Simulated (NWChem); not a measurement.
System: SnHOF, singlet; SMILES [Sn]([F])[OH]

The following NWChem deck was run.

```
start job
memory heap 200 mb stack 900 mb global 1100 mb
geometry units angstroms noautoz
  Sn     0.345144     0.058596     0.000000
  F     -0.918919    -1.445381     0.000000
  O     -1.089023     1.434205     0.000000
  H     -1.974191     1.043910     0.000000
end
basis spherical
  Sn library def2-svp
  F library def2-svp
  O library def2-svp
  H library def2-svp
end
ecp
  Sn library def2-ecp
end
dft
  xc bhlyp
  iterations 150
  vectors input atomic output neutral.movecs
end
task dft energy
charge 1
dft
  odft
  mult 2
  vectors input atomic output cation.movecs
end
task dft energy
```

Parts of the log:

```
             Northwest Computational Chemistry Package (NWChem) 7.3.0
             --------------------------------------------------------

 CS  symmetry detected

                             Geometry "geometry" -> ""
                             -------------------------

 Output coordinates in angstroms (scale by  1.889725989 to convert to a.u.)

  No.       Tag          Charge          X              Y              Z
 ---- ---------------- ---------- -------------- -------------- --------------
    1 Sn                  50.0000     0.36953446     0.03100748     0.00000000
    2 F                    9.0000    -0.86055287    -1.50088261     0.00000000
    3 O                    8.0000    -1.09505952     1.37417522     0.00000000
    4 H                    1.0000    -1.97127100     0.96416788     0.00000000

 Effective nuclear repulsion energy (a.u.)     257.5684620456

      Symmetry information
      --------------------

 Group name             Cs
 Group number              2
 Group order               2
 No. of unique centers     4

                                 NWChem DFT Module
                                 -----------------

 Summary of "ao basis" -> "ao basis" (spherical)
 ------------------------------------------------------------------------------
       Tag                 Description            Shells   Functions and Types
 ---------------- ------------------------------  ------  ---------------------
 Sn                         def2-svp                10       26   4s4p2d
 F                          def2-svp                 6       14   3s2p1d
 O                          def2-svp                 6       14   3s2p1d
 H                          def2-svp                 3        5   2s1p

      Symmetry analysis of basis
      --------------------------

        a'         42
        a"         17

            General Information
            -------------------
          SCF calculation type: DFT
          Wavefunction type:  closed shell.
          No. of atoms     :     4
          No. of electrons :    40
           Alpha electrons :    20
            Beta electrons :    20
          Charge           :     0
          Spin multiplicity:     1
          Use of symmetry is: on ; symmetry adaption is: on
          Maximum number of iterations: 150
          AO basis - number of functions:    59
                     number of shells:    25
          Convergence on energy requested:  1.00D-06
          Convergence on density requested:  1.00D-05
          Convergence on gradient requested:  5.00D-04

              XC Information
              --------------
                        BHLYP Method XC Functional
                     Hartree-Fock (Exact) Exchange  0.500
                        Slater Exchange Functional  0.500 local
                    Becke 1988 Exchange Functional  0.500 non-local
              Lee-Yang-Parr Correlation Functional  1.000

             Grid Information
             ----------------
          Grid used for XC integration:  medium
          Radial quadrature: Mura-Knowles
          Angular quadrature: Lebedev.
          Tag              B.-S. Rad. Rad. Pts. Rad. Cut. Ang. Pts.
          ---              ---------- --------- --------- ---------
          Sn                  1.45      123           9.0       590
          F                   0.50       49           8.0       434
          O                   0.60       49           7.0       434
          H                   0.35       45          10.0       434
          Grid pruning is: on
          Number of quadrature shells:   266
          Spatial weights used:  Erf1

      Superposition of Atomic Density Guess
      -------------------------------------

 Sum of atomic energies:        -423.57868726

      Non-variational initial energy
      ------------------------------

 Total energy =    -387.800699
 1-e energy   =    -866.098775
 2-e energy   =     354.134250
 HOMO         =      -0.331314
 LUMO         =      -0.041633

      Symmetry analysis of molecular orbitals - initial
      -------------------------------------------------

  Numbering of irreducible representations:

     1 a'          2 a"

  Orbital symmetries:

     1 a'          2 a'          3 a'          4 a'          5 a'
     6 a"          7 a'          8 a'          9 a'         10 a"
    11 a"         12 a'         13 a'         14 a'         15 a'
    16 a'         17 a"         18 a'         19 a"         20 a'
    21 a"         22 a'         23 a'         24 a'         25 a'
    26 a"         27 a'         28 a'         29 a"         30 a"

   convergence    iter        energy       DeltaE   RMS-Dens  Diis-err
 ---------------- ----- ----------------- --------- --------- ---------
 d= 0,ls=0.0,diis     1   -389.6221962254 -5.14D+02  2.46D-02  9.50D-01
 d= 0,ls=0.0,diis     2   -389.5284490678  9.37D-02  1.20D-02  2.17D+00
 d= 0,ls=0.0,diis     3   -389.7378704853 -2.09D-01  1.26D-03  6.35D-03
 d= 0,ls=0.0,diis     4   -389.7380482842 -1.78D-04  6.03D-04  5.34D-03
 d= 0,ls=0.0,diis     5   -389.7385414249 -4.93D-04  1.19D-04  7.50D-05
  Resetting Diis
 d= 0,ls=0.0,diis     6   -389.7385509841 -9.56D-06  3.17D-05  1.46D-06
 d= 0,ls=0.0,diis     7   -389.7385514248 -4.41D-07  8.14D-06  8.90D-08

         Total DFT energy =     -389.738551424774
      One electron energy =     -868.595697526698
           Coulomb energy =      392.151389556500
    Exchange-Corr. energy =      -37.458070143737
 Nuclear repulsion energy =      124.163826689160

 Numeric. integr. density =       39.999993017516

                  Occupations of the irreducible representations
                  ----------------------------------------------

                     irrep           alpha         beta
                     --------     --------     --------
                     a'               15.0         15.0
                     a"                5.0          5.0

[...]
```

Level: BHandHLYP/def2-SVP with def2 effective core potentials on Sn, vertical spin-unrestricted ions. Low-valent species are run as closed-shell singlets; no triplet was tried in these runs. Structure relaxed at the PBE0/def2-SVP level. def2 effective core potentials on Sn; no spin-orbit coupling.
